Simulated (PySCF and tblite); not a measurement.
The numbers below are computed, except where a source is named.
4 constitutional isomers of C₆H₄BrCl:

```
isomer                                                       SMILES
     A          [CH:1]#[C:2][CH2:3][C:4]#[C:5][C@H:6]([Cl:7])[Br:8]
     B        [CH2:1]=[C:2]1[C:3]([Cl:4])=[CH:5][CH:6]=[C:7]1[Br:8]
     C  [Cl:1][C:2]1=[CH:3][C@H:4]2[C@H:5]3[C@@H:6]1[C@@:7]23[Br:8]
     D      [CH2:1]=[C:2]1[CH:3]=[C:4]([Cl:5])/[C:6]1=[CH:7]/[Br:8]
```

Each isomer is a Boltzmann average at 298.15 K over at most 3 conformers: GFN2-xTB geometries, energies PBE0/pcSseg-1 (D3(BJ) added where defined), GFN2-xTB thermal terms. Programs: PySCF with density fitting and tblite.

Q: Rank the isomers by free energy at 298.15 K.

A: 
```csv
isomer,ΔG (kcal/mol),"ΔE, lowest conformer",conformers,largest weight %,rms dipole (D)
B,0.0,0.0,1,100,0.12
D,26.6,27.9,1,100,1.22
C,36.6,35.4,1,100,1.78
A,61.8,66.1,1,100,2.22
```

ΔG is for one enantiomer.
